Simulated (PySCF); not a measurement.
Species: C₅H₁₅NSSi₂.
Structure used (GFN2-xTB), in Å, numbered top down from 1:
```
atom  x, y, z in Å
C1     4.1538    0.1025   -0.8335
S2     2.5508    0.5572   -1.5488
Si3    1.2767   -0.3536   -0.0614
Si4    1.6833    0.3805    2.0962
N5    -0.2688    0.1704   -0.5771
C6    -1.4807   -0.2317    0.0655
C7    -2.7285    0.6253   -0.2192
C8    -3.5284   -0.6553   -0.5057
C9    -2.2231   -1.4657   -0.4953
H10    4.2340   -0.9786   -0.7714
H11    4.9211    0.4928   -1.4938
H12    4.2532    0.5466    0.1525
H13    1.5191   -1.8038   -0.2498
H14    3.0268    0.0037    2.5555
H15    1.5803    1.8308    2.2752
H16    0.7417   -0.2423    3.0316
H17   -0.4067    0.3863   -1.5544
H18   -1.2703   -0.3306    1.1320
H19   -2.5970    1.2525   -1.0988
H20   -3.0814    1.2415    0.6041
H21   -4.1997   -0.9249    0.3065
H22   -4.0846   -0.6672   -1.4406
H23   -2.2093   -2.3552    0.1302
H24   -1.8739   -1.7282   -1.4921
```

NICS = −σ at a ghost point: NICS(0) at the centroid of the ring atoms, NICS(1) 1 Å to either side along the normal of their mean plane, zz for the tensor component along that normal. Level: GIAO PBE0/pcSseg-1 (PySCF, non-relativistic, gas phase) on the GFN2-xTB geometry, one conformer.

Ring bond lengths (Å), with Mayer bond orders in brackets: C6–C7 1.540 (1.01), C7–C8 1.537 (1.05), C8–C9 1.536 (1.05), C9–C6 1.545 (1.00).

Task: What do the NICS probes read (ppm)?

Result: 
```
       ring                                            type  NICS(0)  NICS(1), two faces  NICS(1)zz, two faces  rms pucker (Å)  centre to ring atoms, mean (Å)
C6–C7–C8–C9  4-membered carbocycle; formal bonds all single     -0.2         -1.1 / -0.3             2.0 / 5.0            0.07                            1.09
```

Task: What do they say, and how far can they be read as aromaticity?

Result: 
- C6–C7–C8–C9: mean NICS(1)zz 3.5 ppm, deshielded. C6, C7, C8, C9 have four or more neighbours; no verdict on aromaticity is drawn.

Task: How shielded are the nuclei of the rings and their hydrogens (means over atoms taken as equivalent)?

Result: 
```csv
atoms,environment,σ isotropic (ppm),"principal values of the symmetric part, first atom (ppm)"
C6,sp3 carbon bound to nitrogen,136.6,"112.7, 142.3, 154.8"
C7,four-membered-ring carbon,150.9,"128.1, 143.6, 181.0"
C8,four-membered-ring carbon,173.9,"163.9, 174.6, 183.3"
C9,four-membered-ring carbon,149.8,"125.4, 143.6, 180.3"
H18,methine hydrogen,28.47,"23.2, 30.8, 31.5"
H19,methylene hydrogen,29.99,"26.7, 29.7, 33.6"
H20,methylene hydrogen,29.07,"25.7, 27.0, 34.5"
H21,methylene hydrogen,30.05,"26.8, 27.1, 36.2"
H22,methylene hydrogen,30.00,"25.9, 27.0, 37.1"
H23,methylene hydrogen,29.16,"25.6, 27.6, 34.2"
H24,methylene hydrogen,29.99,"26.7, 30.1, 33.2"
```
